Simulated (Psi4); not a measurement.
BaCl₂ (SMILES [Cl][Ba][Cl]), singlet, at a GFN2-xTB geometry (such geometries of metal compounds can be far from the true shape) (core potentials on Ba); B3LYP/def2-SV(P) run with Psi4 1.11.

Input for Psi4:
```
memory 2 GB

molecule {
0 1
Ba    0.29970232    0.35674088    0.39460706
Cl    0.97266002   -0.25073526   -2.06809506
Cl   -1.95991471   -0.92441117    0.76821298
}

set {
  basis def2-sv(p)
}

energy('b3lyp')
print_variables()
```

The log (banner, timings and long lists left out):

```
   => Loading Basis Set <=

    Name: DEF2-SV(P)
    Role: ORBITAL
    Keyword: BASIS

    !!!  WARNING: ECP capability is in beta. Please check occupations closely.  !!!

         ---------------------------------------------------------
                                   SCF
               by Justin Turney, Rob Parrish, Andy Simmonett
                          and Daniel G. A. Smith
                              RKS Reference
         ---------------------------------------------------------

  ==> Geometry <==

    Molecular point group: cs
    Full point group: Cs

    Geometry (in Angstrom), charge = 0, multiplicity = 1:

       Center              X                  Y                   Z               Mass
    ------------   -----------------  -----------------  -----------------  -----------------
         BA          -0.395824229843     0.372953285768     0.000000000000   137.905247000000
         CL          -0.637335999078    -2.240181445514     0.000000000000    34.968852682000
         CL           2.198331971166     0.769380688594     0.000000000000    34.968852682000

  Running in cs symmetry.

  Rotational constants: A =      0.13907  B =      0.05639  C =      0.04012 [cm^-1]
  Rotational constants: A =   4169.24036  B =   1690.47355  C =   1202.78749 [MHz]
  Nuclear repulsion =  105.544617781461866

  Charge       = 0
  Multiplicity = 1
  Electrons    = 44
  Nalpha       = 22
  Nbeta        = 22

  ==> Algorithm <==

  SCF Algorithm Type is DF.
  DIIS enabled.
  MOM disabled.
  Fractional occupation disabled.
  Guess Type is SAD.
  Energy threshold   = 1.00e-06
  Density threshold  = 1.00e-06
  Integral threshold = 1.00e-12

  ==> Primary Basis <==

  Basis Set: DEF2-SV(P)
    Blend: DEF2-SV(P)
    Number of shells: 26
    Number of basis functions: 66
    Number of Cartesian functions: 73
    Spherical Harmonics?: true
    Max angular momentum: 3

  Core potential: DEF2-SV(P)
    Number of shells: 4
    Number of ECP primitives: 10
    Number of ECP core electrons: 46
    Max angular momentum: 3

  ==> DFT Potential <==

   => LibXC <=

    Version 7.1.2
    S. Lehtola, C. Steigemann, M. J. T. Oliveira, and M. A. L. Marques,  SoftwareX 7, 1–5 (2018) (10.1016/j.softx.2017.11.002)

   => Composite Functional: B3LYP <=

    B3LYP Hyb-GGA Exchange-Correlation Functional

    P. J. Stephens, F. J. Devlin, C. F. Chabalowski, and M. J. Frisch,  J. Phys. Chem. 98, 11623 (1994) (10.1021/j100096a001)

    Deriv               =              1
    GGA                 =           TRUE
    Meta                =          FALSE

    Exchange Hybrid     =           TRUE
    MP2 Hybrid          =          FALSE

   => Exchange Functionals <=

    0.0800   Slater exchange
    0.7200         Becke 88

   => Exact (HF) Exchange <=

    0.2000               HF

   => Correlation Functionals <=

    0.1900   Vosko, Wilk & Nusair (VWN5_RPA)
    0.8100   Lee, Yang & Parr

   => LibXC Density Thresholds  <==

    XC_HYB_GGA_XC_B3LYP:  1.00E-15

   => Molecular Quadrature <=

    Radial Scheme          =       TREUTLER
    Pruning Scheme         =           NONE
    Nuclear Scheme         =       TREUTLER

    Blocking Scheme        =         OCTREE
    BS radius alpha        =              1
    Pruning alpha          =              1
    Radial Points          =             75
    Spherical Points       =            302
    Total Points           =          65556
    Total Blocks           =            589
    Max Points             =            256
    Max Functions          =             64
    Weights Tolerance      =       1.00E-15

   => Loading Basis Set <=

    Name: (DEF2-SV(P) AUX)
    Role: JKFIT
    Keyword: DF_BASIS_SCF

  ==> Integral Setup <==

  SCF_SUBTYPE=INCORE selected. In-core MEM_DF algorithm will be used.
  Using in-core AOs.

  ==> MemDFJK: Density-Fitted J/K Matrices <==

    J tasked:                   Yes
    K tasked:                   Yes
    wK tasked:                   No
    Algorithm:                 Core
    Schwarz Cutoff:           1E-12
    Mask sparsity (%):       4.4536
    Fitting Condition:        1E-10

   => Auxiliary Basis Set <=

  Basis Set: (DEF2-SV(P) AUX)
    Blend: DEF2-UNIVERSAL-JKFIT
    Number of shells: 110
    Number of basis functions: 386
    Number of Cartesian functions: 481
    Spherical Harmonics?: true
    Max angular momentum: 5

  Minimum eigenvalue in the overlap matrix is 3.6149408611E-02.
  Reciprocal condition number of the overlap matrix is 1.1530242008E-02.
    Using symmetric orthogonalization.

  ==> Pre-Iterations <==

  SCF Guess: Superposition of Atomic Densities via on-the-fly atomic UHF (no occupation information).

   -------------------------
    Irrep   Nso     Nmo
   -------------------------
     A'        46      46
     A"        20      20
   -------------------------
    Total      66      66
   -------------------------

  ==> Iterations <==

                           Total Energy        Delta E     RMS |[F,P]|

   @DF-RKS iter SAD:  -945.47118605595892   -9.45471e+02   0.00000e+00
   @DF-RKS iter   1:  -945.66031703610770   -1.89131e-01   9.26364e-03 ADIIS/DIIS
   @DF-RKS iter   2:  -945.42628784499345    2.34029e-01   1.50161e-02 ADIIS/DIIS
   @DF-RKS iter   3:  -945.79148938870480   -3.65202e-01   1.15192e-03 ADIIS/DIIS
   @DF-RKS iter   4:  -945.79366380311853   -2.17441e-03   4.20202e-04 ADIIS/DIIS
   @DF-RKS iter   5:  -945.79392221754858   -2.58414e-04   6.78547e-05 DIIS
   @DF-RKS iter   6:  -945.79393151669262   -9.29914e-06   1.19394e-05 DIIS
   @DF-RKS iter   7:  -945.79393175333178   -2.36639e-07   1.94247e-06 DIIS
   @DF-RKS iter   8:  -945.79393175929454   -5.96276e-09   2.98033e-07 DIIS
  Energy and wave function converged.

  ==> Post-Iterations <==

   Electrons on quadrature grid:
      Ntotal   =   43.9999907673 ; deviation = -9.233e-06

    Orbital Energies [Eh]
    ---------------------

    Doubly Occupied:

[...]
      17Ap    -0.260395

    Virtual:

[...]
    Final Occupation by Irrep:
             Ap   App
    DOCC [    17,    5 ]
    NA   [    17,    5 ]
    NB   [    17,    5 ]

  @DF-RKS Final Energy:  -945.79393175929454

   => Energetics <=

    Nuclear Repulsion Energy =            105.5446177814618665
    One-Electron Energy =               -1525.9783224111813524
    Two-Electron Energy =                 523.3292605846803554
    DFT Exchange-Correlation Energy =     -48.6894877142555558
    Empirical Dispersion Energy =           0.0000000000000000
    VV10 Nonlocal Energy =                  0.0000000000000000
    Total Energy =                       -945.7939317592945372

Computation Completed

Properties will be evaluated at   0.000000,   0.000000,   0.000000 [a0]

Properties computed using the SCF density matrix

 Multipole Moments:

 ------------------------------------------------------------------------------------
     Multipole            Electronic (a.u.)      Nuclear  (a.u.)        Total (a.u.)
 ------------------------------------------------------------------------------------

 L = 1.  Multiply by 2.5417464519 to convert [e a0] to [Debye]
 Dipole X            :        -45.1064014           42.6675389           -2.4388625
 Dipole Y            :         42.5001279          -40.2021848            2.2979431
 Dipole Z            :          0.0000000            0.0000000            0.0000000
 Magnitude           :                                                    3.3509092

 ------------------------------------------------------------------------------------

  Variable Map:
  ----------------------------------------------------------------------------
[...]
  Array Variable Map:
  ----------------------------------------------------------------------------
[...]
[...]
```
